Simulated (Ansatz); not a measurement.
InI₃. The state is a triplet with charge 0. Geometry PBE0-D4/def2-SVP, that of the neutral singlet; atoms count from 1.

```xyz
4

In    0.0001    0.0000   -0.0001
I    -1.8747   -0.3935   -1.8407
I     1.5819    2.1292   -0.1490
I     0.2927   -1.7357    1.9898
```

In the def2 sets I, In take a core potential; there is no spin–orbit coupling. At PBE0-D4/def2-TZVP a singlet of charge 0 lies 3.36 eV below the triplet at the same geometry.

Question: Estimate the Mulliken populations from the PBE0/def2-TZVP orbitals of Ansatz.

Answer: 
```csv
atom,charge (e),spin (α − β)
In1,0.49,0.44
I2,-0.16,0.52
I3,-0.16,0.52
I4,-0.16,0.52
```
Mulliken values depend strongly on the basis.

Question: Where does the spin sit?

Answer: Summed by element: In 0.44, I 1.56, of 2 unpaired in all. Largest on single atoms: I4 0.52, I2 0.52, I3 0.52.

Question: And the Mayer bond orders between heavy atoms (over 0.3)?

Answer: In1–I2 0.76 (2.66 Å); In1–I3 0.76 (2.66 Å); In1–I4 0.76 (2.66 Å).
